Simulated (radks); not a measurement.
The germanium ion Ge2+, configuration [Ar] 3d10 4s2. All-electron calculation, Dirac Kohn-Sham, BLYP, spin-unpolarised, spherical densities, point nucleus. Program: a radial shooting solver on a logarithmic mesh with Libxc functionals. Some entries of the table are withheld. Estimate them.

orbital  occ.  eigenvalue (eV)  <r> (bohr)
1s1/2       2        -10980.99         (1)
2s1/2       2        -1391.459      0.2098
2p1/2       2              (2)      0.1812
2p3/2       4              (3)      0.1848
3s1/2       2        -188.0767      0.6242
3p1/2       2        -138.2188      0.6397
3p3/2       4        -133.9309      0.6504
3d3/2       4         -49.4374         (4)
3d5/2       6         -48.8488         (5)
4s1/2       2         -29.3244       1.942
4p1/2       0              (6)       2.317
4p3/2       0              (7)       2.348

Answer. 
(1) 1s1/2 <r> (bohr): 0.04700
(2) 2p1/2 eigenvalue (eV): -1240.182
(3) 2p3/2 eigenvalue (eV): -1208.278
(4) 3d3/2 <r> (bohr): 0.7292
(5) 3d5/2 <r> (bohr): 0.7343
(6) 4p1/2 eigenvalue (eV): -20.1021
(7) 4p3/2 eigenvalue (eV): -19.7953
